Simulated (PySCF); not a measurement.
Two species compared at the same levels of theory.

First species: 2,2-difluorocyclohexanone, C₆H₈F₂O.
Geometry (PBE0-D3(BJ)/def2-SVP, Å), atoms numbered from 1 in this order:
```
atom  x, y, z in Å
O1    -0.6089    1.8903    1.8014
C2    -0.4053    1.2499    0.8066
C3     0.8622    1.2796   -0.0072
C4     1.4340   -0.1350   -0.1660
C5     0.4019   -1.1080   -0.7271
C6    -0.8596   -1.1385    0.1290
C7    -1.4468    0.2488    0.2693
F8    -1.8297    0.7011   -0.9646
F9    -2.5350    0.2391    1.0517
H10    1.5692    1.9668    0.4773
H11    0.6081    1.6858   -1.0018
H12    2.3245   -0.1023   -0.8122
H13    1.7777   -0.4936    0.8200
H14    0.8297   -2.1197   -0.7950
H15    0.1288   -0.8101   -1.7529
H16   -0.6372   -1.5070    1.1441
H17   -1.6383   -1.7898   -0.2981
```

Second species: C5H11N.
SMILES: `NC1CCCC1`

Levels: CAM-B3LYP/def2-SVPD for HOMO energy, LUMO energy, HOMO–LUMO gap and static isotropic polarisability; TDDFT CAM-B3LYP/def2-SVPD for lowest singlet excitation; TDA CAM-B3LYP/def2-SVPD for lowest triplet excitation (Tamm–Dancoff); ΔSCF CAM-B3LYP/def2-SVPD for vertical ionisation energy. Geometries: PBE0-D3(BJ)/def2-SVP. Each species is one conformer at its optimised geometry, gas phase, non-relativistic unless stated. Electronic properties by PySCF.

Task: Which of the two has the higher T1 energy, and by how much?

Result: The second: 6.07 eV against 3.64 eV, a difference of 2.43 eV.

Task: Which of the two has the higher HOMO energy, and by how much?

Result: The second: -8.22 eV against -9.15 eV, a difference of 0.93 eV.

Task: Which has the higher S1 energy?

Result: The second: 6.36 eV against 4.23 eV, a difference of 2.13 eV.

Task: Which has the higher static isotropic polarisability?

Result: The first: 71.2 au against 66.8 au, a difference of 4.4 au.

Task: Which has the higher LUMO energy?

Result: The second: 1.39 eV against -0.02 eV, a difference of 1.41 eV.

Task: Which of the two has the higher vertical ionisation energy, and by how much?

Result: The first: 9.99 eV against 9.15 eV, a difference of 0.84 eV.

Task: Which has the higher HOMO–LUMO gap?

Result: The second: 9.61 eV against 9.13 eV, a difference of 0.48 eV.

On the first: In wavenumbers S1 is 34100 cm⁻¹ (1 eV = 8065.54 cm⁻¹). S1 lies 4.90 eV below the HOMO–LUMO gap; its leading configuration is HOMO→LUMO, weight 0.94.

On the second: S1 lies 3.25 eV below the HOMO–LUMO gap; its leading configuration is HOMO→LUMO, weight 0.57, beside HOMO→LUMO+1, weight 0.36. The ΔSCF ionisation energy exceeds −ε(HOMO) by 0.93 eV with CAM-B3LYP.
